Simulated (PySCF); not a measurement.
Isomers of C8H11N, one GFN2-xTB conformer each. Single-point energies are computed at PBE0/pcSseg-1 (PySCF, gas phase, no added dispersion term), electronic only.

Question: Rank them by PBE0/pcSseg-1 energy, lowest first (kJ/mol).
A. `[CH3:1]/[CH:2]=[CH:3]/[C:4]([C:5]#[N:6])=[CH:7]\[CH2:8][CH3:9]` with C2–C3–C4–C5 -1°, C4–C7–C8–C9 -120°
B. `[CH3:1][CH2:2][NH:3][c:4]1[cH:5][cH:6][cH:7][cH:8][cH:9]1` with C1–C2–N3–C4 -175°, C2–N3–C4–C5 -19°
C. `[CH3:1][CH:2]([CH3:3])[c:4]1[cH:5][cH:6][n:7][cH:8][cH:9]1` with C1–C2–C4–C5 -62° (4-isopropylpyridine)
D. `[CH3:1][CH2:2][CH2:3][c:4]1[cH:5][cH:6][n:7][cH:8][cH:9]1` with C1–C2–C3–C4 180°, C2–C3–C4–C5 89° (4-propylpyridine)

Answer: B (0.0), C (0.1), D (0.2), A (135.8).

As drawn, the lowest has an aromatic ring and an N–H bond, which the highest lacks; the highest has a C≡N group and a C=C bond outside aromatic rings, which the lowest lacks. Neighbours under 10 kJ/mol apart (CCNc1ccccc1 and CC(C)c1ccncc1; CC(C)c1ccncc1 and CCCc1ccncc1) can change places with a better method, another conformer or zero-point energy. GFN2-xTB itself gives, in the same order: 12.0, 0.0, 2.1, 196.0. GFN2-xTB puts CC(C)c1ccncc1 lowest instead; measured from each level's own lowest isomer, the values differ by up to 60.2 kJ/mol (C/C=C/C(C#N)=C\CC: 196.0 against 135.8).

Question: Which frontier levels, dipoles and rotational constants go with these structures?

Answer: 
```csv
SMILES,"HOMO (eV, PBE0/pcSseg-1)",LUMO (eV),dipole (D),"A, B, C (MHz)"
CCNc1ccccc1,-5.65,0.10,2.06,"4877, 894.4, 764.7"
CC(C)c1ccncc1,-7.24,-0.58,2.82,"3499, 1098, 1018"
CCCc1ccncc1,-7.24,-0.58,2.84,"4570, 871.5, 785.9"
C/C=C/C(C#N)=C\CC,-6.87,-1.41,4.46,"1982, 968.7, 680.5"
```

Question: As an exercise, what shares would exp(−E/RT) give at 2000 K from these electronic energies alone (no entropy, no degeneracies)?

Answer: RT = 16.629 kJ/mol: CCNc1ccccc1 33.5 %, CC(C)c1ccncc1 33.2 %, CCCc1ccncc1 33.2 %, C/C=C/C(C#N)=C\CC under 0.1 %.
